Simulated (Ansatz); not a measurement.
Isolated molecules relaxed with PBE0-D4/def2-TZVP in Ansatz; ΔE leaves out vibrations. CCSD(T)/CBS is the MP2 limit (def2-TZVPP, def2-QZVPP) plus CCSD(T) − MP2 in def2-TZVPP, frozen cores. Functionals use def2-TZVPP. Elements past krypton have def2 core potentials. For K, Sb outer-core shells are correlated without core-valence functions, which leaves a few kJ/mol of doubt a bond. Scalar relativity is left out up to krypton.

`[CH3][SbH][CH3]` + `[OH][K]` → `C[O][K]` + `[CH3][SbH2]`  (substitution at a C–Sb bond)

```csv
level,ΔE (kJ/mol),difference from CCSD(T)/CBS
PBE-D4,63.8,-17.7
r2SCANh-D4,65.3,-16.2
ωB97X-V,63.7,-17.8
ωB97M-V,68.1,-13.4
PBE-QIDH,69.0,-12.5
PBE,61.1,-20.4
r2SCANh,64.6,-16.9
r2SCAN0,64.4,-17.1
BHLYP,58.2,-23.3
CAM-B3LYP,59.1,-22.4
MP2/def2-SVP,37.4,-44.1
CCSD(T)/def2-SVP,26.5,-55.0
HF/def2-TZVPP,50.8,-30.7
CCSD(T)/def2-TZVPP,69.4,-12.1
HF/CBS(def2),53.0,-28.5
MP2/CBS(def2),94.1,12.6
CCSD(T)/CBS,81.5,0
```

Largest T1 diagnostic among the species: 0.013.

At CCSD(T), def2-SVP lies −55.0 kJ/mol from the extrapolated value and def2-TZVPP −12.1 kJ/mol. In def2-TZVPP, CCSD(T) changes the Hartree–Fock value by +18.6 kJ/mol (the triples alone add +1.8 kJ/mol) and MP2 by +31.2 kJ/mol. The D4 term adds +4.4 kJ/mol with B3LYP and +2.4 kJ/mol with PBE0; it sums over pairs of atoms, weighted by their polarisabilities, and B3LYP, whose exchange is more repulsive, gets the larger term.

B3LYP here is the variant with VWN-RPA as its local correlation; programs differ in this.
